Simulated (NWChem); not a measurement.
System: C$_{3}$H$_{6}$Si; SMILES C#C[SiH2]C

The following NWChem deck was run.

```
start job
memory heap 200 mb stack 900 mb global 1100 mb
geometry units angstroms
  Si    -0.444097    -0.586729    -0.417732
  C     -1.847035     0.159449     0.620472
  C      1.119626     0.314730    -0.003421
  C      2.132163     0.902577     0.269623
  H     -0.711438    -0.409958    -1.850997
  H     -0.257195    -2.006541    -0.089683
  H     -1.646805     0.060542     1.684178
  H     -1.975862     1.217117     0.408271
  H     -2.791693    -0.337928     0.417845
  H      3.019104     1.416995     0.507795
end
basis spherical
  * library def2-svp
end
dft
  xc xpbe96 cpbe96
  disp vdw 4
  iterations 150
end
driver
  maxiter 120
end
task dft optimize
task dft freq
```

The level has its own optimisation; frequencies are unscaled. Brackets give each atom's bonded neighbours.

Problem. Predict the main results of this run. (PBE-D3(BJ)/def2-SVP.) Quantities: r C–Si [C(HHHSi)–Si(CCHH)] (Å); r C–Si [C(CSi)–Si(CCHH)] (Å); r H–Si (Å); r C–H [C(HHHSi)–H(C)] (Å); highest harmonic frequency (cm⁻¹); lowest (cm⁻¹); zero-point energy (kcal/mol); dipole (D).

Solution. 
```
Item                               Result
---------------------------------  ------
r C–Si [C(HHHSi)–Si(CCHH)] (Å)      1.886
r C–Si [C(CSi)–Si(CCHH)] (Å)        1.843
r H–Si (Å)                          1.505
r C–H [C(HHHSi)–H(C)] (Å)           1.108
highest harmonic frequency (cm⁻¹)    3391
lowest (cm⁻¹)                         132
zero-point energy (kcal/mol)         44.3
dipole (D)                           0.81
```
